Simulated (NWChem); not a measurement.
System meant: C2H6BiCl; SMILES [CH3][Bi]([CH3])[Cl]

NWChem input:

```
start job
memory heap 200 mb stack 900 mb global 1100 mb
geometry units angstroms noautoz
  Bi    -0.278115    -0.244915     0.000000
  Cl     0.124842     2.214777     0.000000
  C      1.236512    -0.653450     1.635567
  H      1.567150    -1.700723     1.568343
  H      2.088604     0.022963     1.486519
  H      0.780634    -0.468438     2.617619
  C      1.236512    -0.653450    -1.635567
  H      0.780634    -0.468438    -2.617619
  H      2.088604     0.022963    -1.486519
  H      1.567150    -1.700723    -1.568343
end
basis spherical
  * library def2-svp
end
dft
  xc xpbe96 cpbe96
  iterations 150
  mulliken
end
task dft energy
```

End of the output:

```
          Convergence Information
          -----------------------
          Convergence aids based upon iterative change in
          total energy or number of iterations.
          Levelshifting, if invoked, occurs when the
          HOMO/LUMO gap drops below (HL_TOL):  1.00D-02
          DIIS, if invoked, will attempt to extrapolate
          using up to (NFOCK): 10 stored Fock matrices.

                    Damping( 0%)  Levelshifting(0.5)       DIIS
                  --------------- ------------------- ---------------
          dE  on:    start            ASAP                start
          dE off:    2 iters        150 iters           150 iters

      Screening Tolerance Information
      -------------------------------
          Density screening/tol_rho:  1.00D-10
          AO Gaussian exp screening on grid/accAOfunc:  14
          CD Gaussian exp screening on grid/accCDfunc:  20
          XC Gaussian exp screening on grid/accXCfunc:  20
          Schwarz screening/accCoul:  1.00D-08

      Superposition of Atomic Density Guess
      -------------------------------------

      charge =      83.0 Bi (Bismuth)

      symmetry species            s     p     d     f
      number of basis functions =10     7     6     0
      number of cont. functions = 4     4     2     0
      number of closed shells   = 6     4     3     1
      number of open shells     = 0     1     0     0
      open shell occupation     = 0     3     0     0
 ------------------------------------------------------------------------
 atomscf:atomd: error in atom scf                   0
 ------------------------------------------------------------------------
 ------------------------------------------------------------------------
  current input line :
    23: task dft energy
 ------------------------------------------------------------------------
 ------------------------------------------------------------------------
 This error has not yet been assigned to a category
 ------------------------------------------------------------------------
 For more information see the NWChem manual at https://nwchemgit.github.io

0:atomscf:atomd: error in atom scf:Received an Error in Communication
```

Q: Find the fault in this run and fix the input.

A: The program stopped with an error. Cause: the def2 basis of a heavy element holds valence functions alone and wants its effective core potential (without it all electrons must fit into that basis). This input runs:
```
start job
memory heap 200 mb stack 900 mb global 1100 mb
geometry units angstroms noautoz
  Bi    -0.278115    -0.244915     0.000000
  Cl     0.124842     2.214777     0.000000
  C      1.236512    -0.653450     1.635567
  H      1.567150    -1.700723     1.568343
  H      2.088604     0.022963     1.486519
  H      0.780634    -0.468438     2.617619
  C      1.236512    -0.653450    -1.635567
  H      0.780634    -0.468438    -2.617619
  H      2.088604     0.022963    -1.486519
  H      1.567150    -1.700723    -1.568343
end
basis spherical
  * library def2-svp
end
ecp
  Bi library def2-ecp
end
dft
  xc xpbe96 cpbe96
  iterations 150
  mulliken
end
task dft energy
```
It converges to -754.19920 Ha (PBE/def2-SVP with def2 effective core potentials on Bi).
